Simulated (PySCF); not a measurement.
Species: C5H3F3OS.
Bonds: F1–C2, C2–F3, C2–F4, C2–O5, O5–C6, C6–C7 (aromatic), C7–C8 (aromatic), C8–S9 (aromatic), S9–C10 (aromatic), C6–C10 (aromatic). Hydrogens: H11 on C7; H12 on C8; H13 on C10.

Computed, not measured: PySCF, PBE0-D3(BJ)/def2-SVP geometry optimisation, gas phase.

Task: What internal coordinates does the optimisation give?

Result: 
```csv
bond,length (Å)
F1–C2,1.317
"C2–F3, C2–F4",1.334
C2–O5,1.344
O5–C6,1.375
C6–C7,1.426
C7–C8,1.369
C8–S9,1.714
S9–C10,1.714
C6–C10,1.369
C7–H11,1.088
C8–H12,1.089
C10–H13,1.088
```

Bonds in one row agree within 0.01 Å and their mean is given. A selection of angles:
```csv
angle,degrees
F1–C2–F3,108.4
F1–C2–F4,108.8
F1–C2–O5,107.7
F3–C2–O5,112.2
C2–O5–C6,120.4
O5–C6–C7,126.8
O5–C6–C10,119.5
C7–C6–C10,113.7
C6–C7–C8,111.1
C7–C8–S9,112.3
C8–S9–C10,92.2
C6–C10–S9,110.8
```

Dihedral angles: F1–C2–O5–C6 -175° (antiperiplanar); C2–O5–C6–C7 -14° (synperiplanar). The mirror-image conformer, all signs reversed, is as good.

The 5-membered ring C6–C7–C8–S9–C10 has internal angles of 92.2° to 113.7°; it is planar, 0.00 Å rms from its mean plane, widest ring torsion 0°. Of the pairs four or more bonds apart, F3···H11 is among the closest relative to their van der Waals radii: 2.47 Å, 92 % of the sum of Bondi's values. The 3 C–C bonds span 1.369 Å (C7–C8, aromatic) to 1.426 Å (C6–C7, aromatic), a spread of 0.057 Å. The 2 C–O bonds span 1.344 Å (C2–O5, drawn single) to 1.375 Å (O5–C6, drawn single), a spread of 0.031 Å. O5 (aryl ether oxygen) is bent (angle 120.4°).

Point group: near Cs, missed by 0.38 Å at most; the miss may be what the optimiser left on a soft mode. Whether it is a minimum is left open (no frequencies). The numbers are those of one conformer.
